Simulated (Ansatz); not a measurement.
`SB1CC1Cl`, relaxed with RKS PBE-D4/def2-SVP in Ansatz from a rough embedded geometry. The force threshold is 0.03 eV/Å; the program also tests the step.

Charge 0, multiplicity 1.

Start:

```xyz
9

S    -2.481    0.004    0.494
B    -0.643   -0.060    0.285
C     0.807    0.585    0.400
C     0.803   -0.707   -0.115
Cl    0.978   -0.937   -1.859
H    -2.676    0.450   -0.878
H     0.999    1.443   -0.349
H     1.178    0.760    1.436
H     1.036   -1.539    0.585
```

Q: By how much does the energy fall, and how many steps does the optimiser take? (Best estimate.)

A: Ansatz gave: 158.97 kJ/mol, in 13 steps, 2 of them rejected.

Q: Which bonds change most? (Estimate.)

A: The calculation gave: C3–C4 from 1.391 to 1.542 Å; S1–B2 from 1.851 to 1.756 Å; B2–C4 from 1.634 to 1.544 Å; S1–H6 from 1.455 to 1.368 Å.

Q: Give the relaxed structure. (An estimate is asked.)

A: The calculation gave: 
```xyz
9

S    -2.334    0.602    0.136
B    -0.626    0.202    0.196
C     0.809    0.672    0.515
C     0.581   -0.676   -0.200
Cl    1.016   -0.837   -1.925
H    -2.769   -0.508   -0.535
H     1.209    1.515   -0.080
H     1.255    0.609    1.523
H     0.858   -1.579    0.369
```
